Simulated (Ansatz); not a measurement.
`OB(O)O[SiH3]`. Charge 0, multiplicity 1. All single points use the PBE0-D4/def2-TZVP geometry. It is one conformer, not always the lowest.

```xyz
10

O    -1.653   -0.392   -0.057
B    -0.441   -0.880    0.337
O    -0.363   -2.118    0.910
O     0.678   -0.122    0.152
Si    0.847    1.384   -0.508
H    -2.371   -1.004    0.118
H     0.538   -2.351    1.144
H     0.391    1.392   -1.920
H     0.081    2.387    0.273
H     2.294    1.704   -0.448
```

What is the dipole moment at PBE/def2-TZVPP? (Estimate.)

The calculation gave: 0.81 D, with components (0.16, -0.72, 0.35) D in this frame, pointing from negative to positive charge.

And with r2SCAN, B3LYP, ωB97M-V? (Best estimate.)

The calculation gave: r2SCAN 0.83 D, B3LYP 0.77 D, ωB97M-V 0.79 D.

Give the Mulliken charges with PBE, r2SCAN, B3LYP in def2-TZVPP. (An estimate is asked.)

Computed: 
```json
{"atom": "O1", "PBE": "-0.28", "r2SCAN": "-0.34", "B3LYP": "-0.31"}
{"atom": "B2", "PBE": "0.30", "r2SCAN": "0.46", "B3LYP": "0.40"}
{"atom": "O3", "PBE": "-0.28", "r2SCAN": "-0.34", "B3LYP": "-0.31"}
{"atom": "O4", "PBE": "-0.33", "r2SCAN": "-0.44", "B3LYP": "-0.40"}
{"atom": "Si5", "PBE": "0.37", "r2SCAN": "0.45", "B3LYP": "0.43"}
{"atom": "H6", "PBE": "0.20", "r2SCAN": "0.22", "B3LYP": "0.20"}
{"atom": "H7", "PBE": "0.20", "r2SCAN": "0.21", "B3LYP": "0.20"}
{"atom": "H8", "PBE": "-0.06", "r2SCAN": "-0.08", "B3LYP": "-0.07"}
{"atom": "H9", "PBE": "-0.06", "r2SCAN": "-0.08", "B3LYP": "-0.07"}
{"atom": "H10", "PBE": "-0.06", "r2SCAN": "-0.07", "B3LYP": "-0.07"}
```

B3LYP here is the variant with VWN-RPA as its local correlation; programs differ in this.
